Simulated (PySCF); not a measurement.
**Spectroscopy problems**

All values are calculated (PySCF): GFN2-xTB geometry, GIAO PBE0/pcSseg-1 shieldings. Non-relativistic Hamiltonian, a single conformation, no solvent model, averaged over atoms made equivalent by symmetry, fast rotation or ring inversion.

Scale: TMS for ¹H and ¹³C (reference shieldings calculated alike). Splittings of carbon signals by F and P are missing where no couplings were computed. Where no couplings were computed, multiplicities follow the n + 1 count of equivalent neighbours, and m marks all less simple cases (inequivalent or close neighbours, rings, F or P nearby). Shifts are as computed. Against solution values, carbons near 30 ppm lie about +3 ppm off and those near 130 ppm about +5 ppm. Of 1211 compounds with measured shifts, 218 miss one by over three times the rms of a fit or turn the order of signals round; such compounds aren't used in these exercises.

Question: C$_{3}$H$_{9}$F$_{3}$OSi$_{3}$. ¹H NMR (400 MHz, computed): δ 9.58 (s, 1H), 4.59 (m, 2H), 4.18 (s, 6H). ¹³C{¹H} NMR (computed): δ 209.9 (CH), 138.7 (C), 29.9 (C). Give a structure.

Answer: SMILES O=CC([SiH3])([SiH3])[SiH2]C(F)(F)F. The formula gives 1 degree of unsaturation (no ring in the answer). 3 carbon signals for 3 carbons: no two carbons are equivalent. Carbon types of the structure: 2 × C, 1 × CH, leaving 8 H on heteroatoms. δC 209.9: aldehyde carbonyl carbon; low-lying n→π* states of the double bond to the heteroatom give a large paramagnetic term (-276 ppm). δC 138.7: CF3 carbon; 3 electronegative neighbours deshield it. δC 29.9: fully substituted sp3 carbon bonded to 3 Si, α to a carbonyl; α to the electron-withdrawing carbonyl group. δH 9.58: hydrogen on an aldehyde carbonyl carbon; the formyl region, downfield of aromatic protons.

The shifts were computed for this structure.

Question: C$_{7}$H$_{12}$. ¹H NMR (300 MHz, computed): δ 6.30 (d, 1H), 5.95 (m, 1H), 5.19 (m, 1H), 5.09 (m, 1H), 2.30 (q, 2H), 2.00 (d, 3H), 1.13 (t, 3H). ¹³C{¹H} NMR (computed): δ 157.0 (C), 139.2 (CH), 133.2 (CH), 120.9 (CH2), 30.9 (CH2), 22.9 (CH3), 18.6 (CH3). Give a structure.

Answer: SMILES CCC(=C)/C=C/C. Rings plus π bonds: 2 (no ring in the answer). 7 carbon signals for 7 carbons: no two carbons are equivalent. Carbon types of the structure: 1 × C, 2 × CH, 2 × CH2, 2 × CH3, which accounts for all hydrogens. δC 157.0: fully substituted alkene carbon; an sp2 carbon of a C=C bond. δC 139.2, 133.2: alkene CH; the olefinic region. δC 120.9: terminal =CH2 carbon; as expected for a trigonal carbon in a double bond. δC 18.6: methyl carbon; aliphatic region, no heteroatom directly attached.

The shifts were computed for this structure.
